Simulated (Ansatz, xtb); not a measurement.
CH7FN2Si: which of two isomers lies lower

We compare X, `CN[Si@H](N)F`, a singlet, with Y, `C[Si](N)(N)F`, a singlet. Both are isolated molecules in the gas phase, relaxed with PBE0-D3(BJ)/def2-SVP; the shapes shown needn't be the lowest conformers.

X (Å):

```yaml
atoms:
  - { symbol: C, position_ang: [1.6078, 1.4131, -1.7235] }
  - { symbol: F, position_ang: [-1.0139, -1.2216, -2.2900] }
  - { symbol: N, position_ang: [1.3431, 0.0425, -1.3620] }
  - { symbol: N, position_ang: [0.0919, -2.0412, -0.0597] }
  - { symbol: Si, position_ang: [-0.1781, -0.6446, -1.0119] }
  - { symbol: H, position_ang: [1.7856, 1.5549, -2.8054] }
  - { symbol: H, position_ang: [2.4807, 1.8207, -1.1847] }
  - { symbol: H, position_ang: [0.7445, 2.0414, -1.4544] }
  - { symbol: H, position_ang: [2.1092, -0.5987, -1.5392] }
  - { symbol: H, position_ang: [-1.0275, 0.4616, -0.4901] }
  - { symbol: H, position_ang: [0.6218, -1.9981, 0.8014] }
  - { symbol: H, position_ang: [-0.5828, -2.7965, -0.0556] }
```

Y (Å):

```xyz
12

C    -0.6605    2.7840   -0.3467
F     1.8742    2.0691    0.5425
N    -0.1934    0.1754    0.8315
N     1.1738    0.6030   -1.5205
Si    0.5472    1.3826   -0.1273
H    -0.9646    3.2063    0.6245
H    -0.2035    3.5972   -0.9310
H    -1.5680    2.4523   -0.8740
H     0.2955   -0.6908    1.0255
H    -0.8423    0.4145    1.5712
H     0.5927    0.0069   -2.0956
H     1.9368    1.0135   -2.0440
```

Estimate E(Y) − E(X) at the level CCSD(T)/def2-SVP + ΔMP2/def2-TZVPP.

Calculated at CCSD(T)/def2-SVP + ΔMP2/def2-TZVPP: E(Y) − E(X) = −0.890 eV, so structure Y lies lower.

The same difference at several levels:

| level | geometry | E(Y) − E(X) (eV) | departure from the last row (eV) | job, with rough time for the two |
| --- | --- | --- | --- | --- |
| GFN2-xTB | GFN2-xTB | +0.325 | +1.215 | optimisation, 0.18 s |
| HF/STO-3G | GFN2-xTB | −0.691 | +0.198 | single point, 0.32 s |
| r2SCAN-D4/def2-SVP | GFN2-xTB | −0.850 | +0.040 | single point, 3.6 s |
| PBE0-D3(BJ)/def2-SVP | PBE0-D3(BJ)/def2-SVP | −0.785 | +0.105 | optimisation, 49 s |
| HF/def2-SVP | PBE0-D3(BJ)/def2-SVP | −0.725 | +0.165 | part of the CCSD(T) run |
| MP2/def2-SVP | PBE0-D3(BJ)/def2-SVP | −0.767 | +0.123 | part of the CCSD(T) run |
| CCSD(T)/def2-SVP | PBE0-D3(BJ)/def2-SVP | −0.711 | +0.179 | single point |
| CCSD(T)/def2-SVP + ΔMP2/def2-TZVPP | PBE0-D3(BJ)/def2-SVP | −0.890 |  | single point, 37 s |

As drawn, Y has 1 C–Si, 1 N–H in place of 1 C–N, 1 Si–H.

GFN2-xTB puts the two in the other order. The largest departure from CCSD(T)/def2-SVP + ΔMP2/def2-TZVPP is that of GFN2-xTB, 1.215 eV. The last row adds to CCSD(T) the change of the MP2 difference between the two basis sets, here −0.179 eV, a large step that makes the value less sure.

With harmonic frequencies from PBE0-D3(BJ)/def2-SVP (ideal gas, rigid rotor, one conformer each, 400 K, 1 atm): on the last row, ΔE + ΔZPE = −0.911, ΔH = −0.882, ΔG = −0.916 eV.

The correlated steps freeze 9 core orbitals. Run with Ansatz 0.2.0, xtb 6.7.1; the last row on 2 threads of Arm Neoverse V1 on a shared host.
